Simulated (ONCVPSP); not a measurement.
Configuration tests for caesium (ONCV)

- Element: caesium (Cs)
- Generator: ONCVPSP 4.0.1
- Type: optimised norm-conserving Vanderbilt (ONCV)
- Functional: PBEsol
- Relativity: scalar-relativistic
- Frozen core: [Kr] 4d10
- Valence charge: 9
- Reference configuration: 5s2 5p6 6s1
- Partial waves: 5s+6s: rc 3.20 bohr, ncon 3, nbas 8, qcut 4.8 1/bohr, 2 projectors; 5p: rc 2.75 bohr, ncon 4, nbas 9, qcut 5.1 1/bohr, 2 projectors, debl 2.5 Ha; d scattering state at 0.06 Ha: rc 2.80 bohr, ncon 4, nbas 7, qcut 3.6 1/bohr, 2 projectors, debl 0.5 Ha
- Local potential: polynomial inside 1.85 bohr (lpopt 5, dvloc0 0 Ha)
- Core correction: polynomial model core, fcfact 0.3

In the d channel the program set the typed energies aside and used 0.050, 0.550 Ha.

Energies are relative to the spin-unpolarised reference configuration 5s2 5p6 6s1; without spin polarisation the order of configurations can differ from experiment.

```json
{"valence configuration": "5s2 5p6 6s0", "charge": "+1", "ΔE all-electron (eV)": "3.792", "error AE − PS (meV)": "-0.4"}
{"valence configuration": "5s2 5p6 6s0.5", "charge": "+0.5", "ΔE all-electron (eV)": "1.457", "error AE − PS (meV)": "-0.1"}
```

What are ΔE and the potential's error for 5s2 5p6 6s0 6p1?

ΔE = 1.352 eV all-electron; the error (AE − PS) is +0.4 meV.

What are ΔE and the potential's error for 5s1 5p6 6s1?

ΔE = 31.739 eV all-electron; the error (AE − PS) is -168 meV.

Levels in the configuration 5s2 5p6 6s0.5:

```json
{"level": "5s", "all-electron (eV)": "-29.214", "pseudo (eV)": "-29.217"}
{"level": "5p", "all-electron (eV)": "-15.953", "pseudo (eV)": "-15.953"}
{"level": "6s", "all-electron (eV)": "-3.765", "pseudo (eV)": "-3.765"}
```
